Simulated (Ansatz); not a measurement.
A short molecular-dynamics run on C₂H₄BFO, SMILES `B/C=C(/O)F`.

```yaml
crystal:
  periodic: [false, false, false]
  atoms:
    - {symbol: B, position_ang: [0.496160, 1.283873, 0.923454]}
    - {symbol: C, position_ang: [0.650017, 0.026406, 0.105040]}
    - {symbol: C, position_ang: [-0.391104, -0.608774, -0.458455]}
    - {symbol: O, position_ang: [-0.312576, -1.710372, -1.183024]}
    - {symbol: F, position_ang: [-1.643330, -0.192447, -0.348581]}
    - {symbol: H, position_ang: [-0.582359, 1.769075, 1.102521]}
    - {symbol: H, position_ang: [1.460032, 1.807060, 1.401833]}
    - {symbol: H, position_ang: [1.605937, -0.449965, -0.084609]}
    - {symbol: H, position_ang: [-1.194377, -1.971159, -1.475280]}
basis:
  gaussian: {orbitals: "6-31G*"}
hamiltonian: {xc: {name: revPBE}}
md: {timestep: 0.5 fs, n_steps: 50, ensemble: nvt_nose_hoover, temperature: 1000, initial_velocities: maxwell_boltzmann, seed: 263}
```

```sh
$ ansatz run in.yaml --threads 2 --pin off --events-out ev --progress --plain --max-ram 4352MiB
```

```
step  time (fs)  potential energy (eV)  kinetic (eV)  T (K)  conserved (eV)
   0        0.0             -7575.7898        0.9048   1000      -7574.8850
   1        0.5             -7575.7871        0.9025    997      -7574.8846
   2        1.0             -7575.7577        0.8739    966      -7574.8839
   3        1.5             -7575.7124        0.8294    917      -7574.8831
   4        2.0             -7575.6631        0.7807    863      -7574.8825
   5        2.5             -7575.6189        0.7367    814      -7574.8822
   6        3.0             -7575.5838        0.7016    775      -7574.8823
   7        3.5             -7575.5572        0.6748    746      -7574.8825
   8        4.0             -7575.5364        0.6538    723      -7574.8826
   9        4.5             -7575.5189        0.6363    703      -7574.8826
  10        5.0             -7575.5038        0.6214    687      -7574.8826
  11        5.5             -7575.4913        0.6089    673      -7574.8826
  12        6.0             -7575.4808        0.5983    661      -7574.8827
  13        6.5             -7575.4707        0.5881    650      -7574.8829
  14        7.0             -7575.4579        0.5752    636      -7574.8832
  15        7.5             -7575.4388        0.5560    614      -7574.8834
  16        8.0             -7575.4110        0.5283    584      -7574.8834
  17        8.5             -7575.3749        0.4925    544      -7574.8831
  18        9.0             -7575.3342        0.4523    500      -7574.8827
  19        9.5             -7575.2954        0.4141    458      -7574.8823
  20       10.0             -7575.2648        0.3837    424      -7574.8821
  21       10.5             -7575.2458        0.3648    403      -7574.8822
  22       11.0             -7575.2376        0.3564    394      -7574.8825
  23       11.5             -7575.2360        0.3546    392      -7574.8828
  24       12.0             -7575.2363        0.3549    392      -7574.8830
  25       12.5             -7575.2355        0.3542    391      -7574.8831
  26       13.0             -7575.2325        0.3513    388      -7574.8831
  27       13.5             -7575.2266        0.3455    382      -7574.8832
  28       14.0             -7575.2165        0.3354    371      -7574.8833
  29       14.5             -7575.2002        0.3193    353      -7574.8833
  30       15.0             -7575.1768        0.2962    327      -7574.8832
  31       15.5             -7575.1476        0.2674    296      -7574.8829
  32       16.0             -7575.1160        0.2364    261      -7574.8826
  33       16.5             -7575.0872        0.2081    230      -7574.8823
  34       17.0             -7575.0665        0.1878    208      -7574.8819
  35       17.5             -7575.0586        0.1803    199      -7574.8817
  36       18.0             -7575.0674        0.1894    209      -7574.8816
  37       18.5             -7575.0948        0.2168    240      -7574.8816
  38       19.0             -7575.1398        0.2617    289      -7574.8820
  39       19.5             -7575.1974        0.3190    353      -7574.8826
  40       20.0             -7575.2585        0.3796    420      -7574.8833
  41       20.5             -7575.3109        0.4317    477      -7574.8841
  42       21.0             -7575.3433        0.4640    513      -7574.8846
  43       21.5             -7575.3485        0.4698    519      -7574.8846
  44       22.0             -7575.3278        0.4502    498      -7574.8840
  45       22.5             -7575.2913        0.4152    459      -7574.8829
  46       23.0             -7575.2560        0.3815    422      -7574.8818
  47       23.5             -7575.2399        0.3665    405      -7574.8810
  48       24.0             -7575.2544        0.3815    422      -7574.8810
  49       24.5             -7575.2995        0.4264    471      -7574.8818
  50       25.0             -7575.3638        0.4901    542      -7574.8829
```

Velocities are drawn at the set temperature; a run this short doesn't reach equilibrium.

Frames (Å, forces in eV/Å):

```xyz
9
time=0.0 fs
B     0.496    1.284    0.923    0.022    0.117    0.081
C     0.650    0.026    0.105    0.712    0.406    0.367
C    -0.391   -0.609   -0.458   -0.091    0.017   -0.001
O    -0.313   -1.710   -1.183    0.955   -0.943   -0.502
F    -1.643   -0.192   -0.349   -1.224    0.453    0.138
H    -0.582    1.769    1.103   -0.245    0.148    0.066
H     1.460    1.807    1.402    0.221    0.139    0.122
H     1.606   -0.450   -0.085    0.376   -0.161   -0.057
H    -1.194   -1.971   -1.475   -0.727   -0.176   -0.215
9
time=1.0 fs
B     0.493    1.293    0.926    0.010    0.634    0.464
C     0.655    0.031    0.109   -0.442    0.662    0.439
C    -0.381   -0.621   -0.454   -0.880    0.202   -0.149
O    -0.321   -1.717   -1.195    1.513   -0.718   -0.255
F    -1.644   -0.187   -0.347   -0.656    0.215    0.114
H    -0.614    1.794    1.122    0.482   -0.165   -0.066
H     1.497    1.819    1.411   -0.472   -0.166   -0.186
H     1.590   -0.428   -0.061    1.403   -0.637   -0.240
H    -1.186   -2.023   -1.480   -0.959   -0.026   -0.119
9
time=2.0 fs
B     0.489    1.302    0.928    0.017    0.964    0.727
C     0.660    0.036    0.113   -1.171    0.701    0.411
C    -0.372   -0.633   -0.450   -1.528    0.356   -0.290
O    -0.328   -1.725   -1.207    1.532   -0.631   -0.172
F    -1.646   -0.182   -0.346   -0.155   -0.007    0.096
H    -0.641    1.818    1.141    1.013   -0.398   -0.179
H     1.530    1.830    1.418   -0.986   -0.368   -0.399
H     1.588   -0.412   -0.039    1.965   -0.886   -0.321
H    -1.186   -2.075   -1.486   -0.687    0.269    0.128
9
time=3.0 fs
B     0.486    1.312    0.932    0.050    1.086    0.853
C     0.664    0.041    0.117   -1.086    0.363    0.253
C    -0.363   -0.644   -0.447   -1.993    0.488   -0.411
O    -0.334   -1.733   -1.220    1.239   -0.649   -0.163
F    -1.647   -0.176   -0.344    0.259   -0.209    0.080
H    -0.659    1.837    1.158    1.316   -0.536   -0.258
H     1.554    1.837    1.422   -1.295   -0.462   -0.510
H     1.604   -0.403   -0.021    1.671   -0.739   -0.268
H    -1.193   -2.124   -1.490   -0.161    0.657    0.424
9
time=4.0 fs
B     0.483    1.323    0.936    0.111    1.007    0.843
C     0.667    0.046    0.122   -0.394   -0.237    0.030
C    -0.357   -0.656   -0.443   -2.255    0.612   -0.502
O    -0.339   -1.741   -1.232    0.945   -0.641   -0.114
F    -1.648   -0.171   -0.342    0.586   -0.391    0.064
H    -0.664    1.852    1.172    1.397   -0.579   -0.300
H     1.565    1.840    1.420   -1.405   -0.459   -0.529
H     1.636   -0.402   -0.005    0.719   -0.311   -0.146
H    -1.201   -2.167   -1.491    0.297    0.998    0.653
9
time=5.0 fs
B     0.480    1.335    0.940    0.201    0.730    0.698
C     0.670    0.052    0.126    0.353   -0.843   -0.174
C    -0.352   -0.667   -0.440   -2.317    0.744   -0.555
O    -0.344   -1.749   -1.244    0.829   -0.500    0.036
F    -1.649   -0.165   -0.341    0.835   -0.555    0.046
H    -0.656    1.861    1.184    1.261   -0.530   -0.300
H     1.563    1.838    1.414   -1.320   -0.368   -0.463
H     1.674   -0.404    0.010   -0.345    0.141   -0.043
H    -1.207   -2.201   -1.485    0.503    1.181    0.756
9
time=6.0 fs
B     0.477    1.348    0.946    0.313    0.252    0.412
C     0.673    0.057    0.131    0.793   -1.296   -0.325
C    -0.349   -0.677   -0.438   -2.201    0.895   -0.570
O    -0.349   -1.758   -1.257    0.946   -0.183    0.288
F    -1.650   -0.161   -0.339    1.016   -0.704    0.023
H    -0.636    1.865    1.193    0.901   -0.383   -0.253
H     1.548    1.833    1.403   -1.028   -0.190   -0.314
H     1.709   -0.405    0.024   -1.145    0.455    0.007
H    -1.208   -2.223   -1.472    0.404    1.155    0.733
9
time=7.0 fs
B     0.474    1.361    0.952    0.430   -0.425   -0.017
C     0.677    0.060    0.135    0.837   -1.558   -0.422
C    -0.348   -0.686   -0.436   -1.943    1.072   -0.550
O    -0.353   -1.767   -1.269    1.276    0.297    0.608
F    -1.650   -0.156   -0.337    1.142   -0.839   -0.004
H    -0.608    1.866    1.199    0.314   -0.137   -0.154
H     1.524    1.826    1.390   -0.512    0.072   -0.083
H     1.734   -0.401    0.038   -1.571    0.594    0.009
H    -1.205   -2.235   -1.453    0.026    0.925    0.614
9
time=8.0 fs
B     0.472    1.374    0.957    0.521   -1.249   -0.558
C     0.681    0.063    0.139    0.515   -1.636   -0.473
C    -0.348   -0.695   -0.434   -1.580    1.270   -0.503
O    -0.356   -1.776   -1.281    1.701    0.859    0.936
F    -1.649   -0.152   -0.336    1.221   -0.962   -0.036
H    -0.576    1.865    1.205   -0.446    0.184   -0.010
H     1.495    1.820    1.375    0.199    0.400    0.211
H     1.743   -0.392    0.053   -1.625    0.570   -0.025
H    -1.203   -2.237   -1.427   -0.508    0.564    0.459
9
time=9.0 fs
B     0.470    1.385    0.962    0.545   -2.070   -1.110
C     0.686    0.064    0.142   -0.145   -1.532   -0.482
C    -0.350   -0.702   -0.433   -1.153    1.480   -0.440
O    -0.358   -1.784   -1.292    1.968    1.338    1.206
F    -1.648   -0.148   -0.334    1.259   -1.072   -0.071
H    -0.549    1.866    1.210   -1.203    0.503    0.142
H     1.468    1.818    1.363    0.965    0.731    0.510
H     1.738   -0.377    0.067   -1.305    0.390   -0.084
H    -1.205   -2.235   -1.397   -0.932    0.232    0.330
9
time=10.0 fs
B     0.468    1.395    0.967    0.486   -2.637   -1.495
C     0.691    0.064    0.145   -1.129   -1.249   -0.453
C    -0.352   -0.709   -0.432   -0.695    1.683   -0.374
O    -0.358   -1.792   -1.303    1.785    1.568    1.403
F    -1.646   -0.145   -0.332    1.261   -1.166   -0.107
H    -0.534    1.872    1.216   -1.669    0.690    0.235
H     1.450    1.823    1.355    1.510    0.954    0.706
H     1.720   -0.359    0.080   -0.606    0.060   -0.160
H    -1.215   -2.230   -1.364   -0.943    0.097    0.245
9
time=11.0 fs
B     0.467    1.402    0.970    0.384   -2.721   -1.550
C     0.694    0.063    0.148   -2.339   -0.827   -0.396
C    -0.355   -0.714   -0.431   -0.240    1.855   -0.323
O    -0.358   -1.798   -1.313    1.098    1.539    1.588
F    -1.644   -0.143   -0.331    1.228   -1.241   -0.141
H    -0.534    1.884    1.224   -1.616    0.639    0.210
H     1.446    1.837    1.354    1.566    0.955    0.702
H     1.696   -0.340    0.091    0.388   -0.380   -0.242
H    -1.235   -2.224   -1.328   -0.470    0.181    0.152
9
time=12.0 fs
B     0.467    1.407    0.971    0.303   -2.315   -1.272
C     0.696    0.061    0.150   -3.428   -0.405   -0.333
C    -0.359   -0.717   -0.431    0.185    1.971   -0.301
O    -0.357   -1.804   -1.322    0.176    1.408    1.824
F    -1.641   -0.141   -0.329    1.159   -1.294   -0.172
H    -0.549    1.903    1.235   -1.083    0.364    0.071
H     1.457    1.859    1.360    1.104    0.715    0.496
H     1.676   -0.325    0.101    1.348   -0.790   -0.309
H    -1.258   -2.216   -1.291    0.235    0.344   -0.003
9
time=13.0 fs
B     0.466    1.410    0.972    0.264   -1.631   -0.817
C     0.695    0.059    0.152   -3.846   -0.190   -0.287
C    -0.362   -0.719   -0.431    0.556    2.017   -0.316
O    -0.356   -1.809   -1.329   -0.641    1.338    2.109
F    -1.637   -0.139   -0.328    1.053   -1.321   -0.199
H    -0.574    1.924    1.246   -0.333   -0.015   -0.121
H     1.478    1.889    1.370    0.369    0.330    0.182
H     1.669   -0.317    0.107    1.733   -0.961   -0.337
H    -1.280   -2.205   -1.254    0.844    0.432   -0.213
9
time=14.0 fs
B     0.466    1.411    0.971    0.249   -0.928   -0.364
C     0.691    0.057    0.154   -3.309   -0.278   -0.263
C    -0.364   -0.720   -0.431    0.855    1.991   -0.363
O    -0.356   -1.813   -1.336   -1.147    1.396    2.393
F    -1.633   -0.139   -0.326    0.908   -1.321   -0.223
H    -0.602    1.946    1.256    0.367   -0.371   -0.300
H     1.503    1.921    1.382   -0.351   -0.075   -0.128
H     1.678   -0.319    0.111    1.266   -0.795   -0.321
H    -1.293   -2.189   -1.219    1.161    0.381   -0.430
9
time=15.0 fs
B     0.466    1.411    0.971    0.236   -0.363   -0.019
C     0.685    0.055    0.156   -2.142   -0.536   -0.243
C    -0.366   -0.718   -0.432    1.079    1.898   -0.434
O    -0.356   -1.816   -1.341   -1.269    1.583    2.616
F    -1.628   -0.139   -0.325    0.727   -1.295   -0.243
H    -0.628    1.964    1.263    0.880   -0.637   -0.429
H     1.524    1.953    1.393   -0.892   -0.416   -0.370
H     1.698   -0.327    0.111    0.263   -0.423   -0.277
H    -1.296   -2.171   -1.188    1.119    0.189   -0.601
9
time=16.0 fs
B     0.467    1.412    0.970    0.218    0.005    0.185
C     0.677    0.052    0.157   -0.894   -0.758   -0.207
C    -0.368   -0.716   -0.433    1.220    1.746   -0.519
O    -0.357   -1.818   -1.344   -1.002    1.870    2.733
F    -1.623   -0.140   -0.324    0.517   -1.243   -0.259
H    -0.644    1.976    1.266    1.174   -0.796   -0.499
H     1.538    1.981    1.401   -1.213   -0.662   -0.525
H     1.721   -0.340    0.108   -0.738   -0.046   -0.223
H    -1.289   -2.150   -1.163    0.717   -0.116   -0.685
9
time=17.0 fs
B     0.467    1.412    0.970    0.200    0.168    0.250
C     0.668    0.048    0.159    0.115   -0.832   -0.140
C    -0.368   -0.711   -0.434    1.270    1.540   -0.613
O    -0.358   -1.819   -1.346   -0.411    2.211    2.720
F    -1.618   -0.141   -0.323    0.285   -1.169   -0.270
H    -0.650    1.980    1.264    1.258   -0.849   -0.514
H     1.539    2.003    1.403   -1.325   -0.808   -0.597
H     1.738   -0.353    0.104   -1.423    0.222   -0.173
H    -1.274   -2.131   -1.145    0.031   -0.483   -0.663
9
time=18.0 fs
B     0.468    1.412    0.969    0.186    0.125    0.181
C     0.659    0.044    0.160    0.806   -0.737   -0.040
C    -0.367   -0.706   -0.435    1.210    1.279   -0.712
O    -0.360   -1.819   -1.346    0.291    2.517    2.607
F    -1.612   -0.143   -0.322    0.039   -1.075   -0.277
H    -0.644    1.977    1.258    1.139   -0.802   -0.476
H     1.528    2.017    1.400   -1.240   -0.849   -0.589
H     1.740   -0.365    0.097   -1.717    0.357   -0.131
H    -1.259   -2.116   -1.132   -0.714   -0.815   -0.563
9
time=19.0 fs
B     0.469    1.413    0.969    0.179   -0.135   -0.023
C     0.650    0.040    0.161    1.179   -0.484    0.091
C    -0.365   -0.700   -0.438    1.027    0.961   -0.814
O    -0.361   -1.817   -1.345    0.743    2.668    2.482
F    -1.607   -0.146   -0.322   -0.213   -0.962   -0.278
H    -0.627    1.966    1.246    0.811   -0.650   -0.386
H     1.506    2.024    1.391   -0.957   -0.777   -0.500
H     1.727   -0.373    0.090   -1.625    0.359   -0.101
H    -1.251   -2.109   -1.125   -1.144   -0.981   -0.473
9
time=20.0 fs
B     0.470    1.413    0.969    0.175   -0.626   -0.362
C     0.643    0.035    0.162    1.218   -0.085    0.252
C    -0.363   -0.692   -0.441    0.719    0.597   -0.911
O    -0.362   -1.813   -1.342    0.675    2.573    2.423
F    -1.601   -0.149   -0.321   -0.467   -0.832   -0.273
H    -0.603    1.948    1.232    0.268   -0.393   -0.246
H     1.474    2.022    1.377   -0.463   -0.573   -0.323
H     1.698   -0.377    0.081   -1.143    0.226   -0.088
H    -1.254   -2.111   -1.123   -0.980   -0.888   -0.471
9
time=21.0 fs
B     0.471    1.413    0.969    0.149   -1.325   -0.814
C     0.637    0.029    0.164    0.906    0.446    0.438
C    -0.359   -0.685   -0.444    0.307    0.211   -0.990
O    -0.363   -1.808   -1.338    0.187    2.258    2.403
F    -1.596   -0.152   -0.321   -0.717   -0.689   -0.263
H    -0.576    1.927    1.214   -0.450   -0.054   -0.071
H     1.438    2.016    1.361    0.229   -0.230   -0.063
H     1.659   -0.380    0.072   -0.277   -0.047   -0.104
H    -1.266   -2.122   -1.125   -0.334   -0.569   -0.538
9
time=22.0 fs
B     0.472    1.411    0.967    0.060   -2.097   -1.293
C     0.631    0.025    0.166    0.355    1.042    0.636
C    -0.356   -0.677   -0.449   -0.170   -0.163   -1.033
O    -0.364   -1.802   -1.332   -0.360    1.840    2.329
F    -1.591   -0.156   -0.320   -0.959   -0.539   -0.250
H    -0.553    1.905    1.196   -1.192    0.294    0.102
H     1.404    2.007    1.344    1.013    0.201    0.241
H     1.617   -0.383    0.062    0.835   -0.420   -0.150
H    -1.280   -2.137   -1.132    0.418   -0.157   -0.582
9
time=23.0 fs
B     0.473    1.408    0.965   -0.118   -2.667   -1.641
C     0.625    0.021    0.168   -0.055    1.528    0.798
C    -0.353   -0.669   -0.454   -0.660   -0.493   -1.026
O    -0.365   -1.795   -1.325   -0.672    1.430    2.138
F    -1.587   -0.160   -0.320   -1.192   -0.387   -0.237
H    -0.541    1.887    1.180   -1.689    0.531    0.217
H     1.380    2.000    1.329    1.648    0.578    0.495
H     1.583   -0.390    0.050    1.779   -0.738   -0.198
H    -1.291   -2.155   -1.145    0.959    0.218   -0.546
9
time=24.0 fs
B     0.475    1.402    0.961   -0.337   -2.728   -1.698
C     0.620    0.018    0.171    0.169    1.653    0.835
C    -0.350   -0.662   -0.460   -1.104   -0.756   -0.956
O    -0.366   -1.786   -1.316   -0.627    1.095    1.829
F    -1.583   -0.164   -0.320   -1.417   -0.234   -0.226
H    -0.546    1.873    1.165   -1.695    0.556    0.234
H     1.371    1.998    1.318    1.840    0.710    0.586
H     1.565   -0.404    0.036    2.022   -0.774   -0.179
H    -1.293   -2.170   -1.163    1.149    0.476   -0.426
9
time=25.0 fs
B     0.476    1.394    0.956   -0.496   -2.194   -1.429
C     0.615    0.016    0.175    1.100    1.321    0.679
C    -0.348   -0.655   -0.467   -1.441   -0.925   -0.808
O    -0.367   -1.777   -1.307   -0.211    0.870    1.430
F    -1.580   -0.169   -0.320   -1.634   -0.082   -0.215
H    -0.566    1.864    1.152   -1.200    0.377    0.166
H     1.380    2.003    1.314    1.482    0.510    0.474
H     1.567   -0.425    0.021    1.440   -0.452   -0.045
H    -1.284   -2.181   -1.185    0.960    0.574   -0.252
```

Hardware: 2 threads of an Intel Xeon on a shared host. Wall time 2.3 min, peak host memory 0.41 GiB.
